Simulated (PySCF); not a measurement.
Species: C7H11BO2.
Geometry (PBE0-D3(BJ)/def2-SVP, Å), atoms numbered from 1 in this order:
```xyz
21
C7H11BO2 angstrom
C     -2.8136   -1.2647    1.9028
C     -2.2063   -0.3101    1.4655
C     -1.4557    0.8082    0.9049
C     -2.2192    1.5261   -0.2130
B     -0.0622    0.2101    0.4279
O      0.0442   -0.2578   -0.8451
C      1.2496   -0.8384   -1.2953
C      2.4446   -0.2742   -0.5505
C      2.2111   -0.3834    0.9443
O      0.9713    0.1837    1.3126
H     -3.3581   -2.1013    2.2979
H     -1.2404    1.5119    1.7283
H     -2.4081    0.8425   -1.0525
H     -1.6333    2.3752   -0.5964
H     -3.1865    1.9085    0.1453
H      1.3303   -0.6518   -2.3773
H      1.1921   -1.9331   -1.1563
H      3.3630   -0.8102   -0.8368
H      2.5844    0.7851   -0.8254
H      2.9997    0.1372    1.5091
H      2.2278   -1.4422    1.2602
```

All values: PBE0/pcSseg-1 (PySCF, non-relativistic), on one gas-phase PBE0-D3(BJ)/def2-SVP geometry that isn't relaxed in the solvent. The solvent is an IEF-PCM continuum (cavity from Bondi-type radii × 1.2). Only the electrostatic response of the medium enters.

Gas phase at PBE0/pcSseg-1: HOMO -7.13 eV, LUMO 0.73 eV, dipole 3.48 D.

What does the continuum do to the energy, the frontier levels and the dipole at PBE0/pcSseg-1 in benzene and acetone?

| solvent | ε | E(solvent) − E(gas) (kJ/mol) | polarisation term (kJ/mol) | distortion of the solute (kJ/mol) | HOMO (eV) | LUMO (eV) | dipole (D) |
| --- | --- | --- | --- | --- | --- | --- | --- |
| benzene | 2.271 | -13.04 | -13.84 | 0.80 | -7.29 | 0.70 | 3.86 |
| acetone | 20.49 | -28.37 | -32.34 | 3.97 | -7.50 | 0.61 | 4.27 |

The polarisation term is half the interaction of the solute with the surface charges that it induces; the rest is the cost of distorting the solute's density. The sum is the electrostatic part of solvation alone. From benzene to acetone the lowering changes by a factor 2.18, Onsager's factor (ε − 1)/(2ε + 1) by 2.02 and ε itself by 9.0.

Which radius a makes the point-dipole formula ΔE = −[(ε − 1)/(2ε + 1)]·μ²/a³ give the value in acetone, with the gas-phase dipole?

μ = 1.369 au and |ΔE| = 0.01081 Eh give a = 2.29 Å; the farthest nucleus lies 4.49 Å from the centroid of the nuclei, so such a sphere wouldn't even hold the nuclei. The formula assumes a rigid point dipole at the centre of a sphere.

Give the dipole vector in the frame of the coordinates (D, pointing from negative to positive charge), gas and acetone.

Gas (3.17, -0.56, -1.33), solvent (3.90, -0.62, -1.62). Its length changes by +23 % and its direction by 1°.

Which Hirshfeld charges (PBE0/pcSseg-1) respond most in acetone (means over atoms taken as equivalent)?

| atoms | environment | gas (e) | solvent (e) | change |
| --- | --- | --- | --- | --- |
| C1 | terminal alkyne carbon | -0.143 | -0.156 | -0.013 |
| C2 | alkyne carbon | -0.037 | -0.050 | -0.013 |
| O6/O10 | boron-bound oxygen | -0.175 | -0.186 | -0.011 |
| H11 | alkyne hydrogen | +0.086 | +0.097 | +0.011 |
| H18/H19 | methylene hydrogen | +0.049 | +0.055 | +0.006 |
| B5 | three-coordinate boron | +0.245 | +0.240 | -0.005 |

How do the nuclear quadrupole coupling constants eQVzz/h respond in acetone?

| nucleus | Q (barn) | gas (MHz) | solvent (MHz) | η gas | η solvent |
| --- | --- | --- | --- | --- | --- |
| 11B at B5 | 0.04059 | 3.23 | 3.21 | 0.46 | 0.42 |
| 17O at O6 | -0.0256 | -9.47 | -9.15 | 0.08 | 0.07 |
| 17O at O10 | -0.0256 | -9.44 | -9.11 | 0.08 | 0.08 |
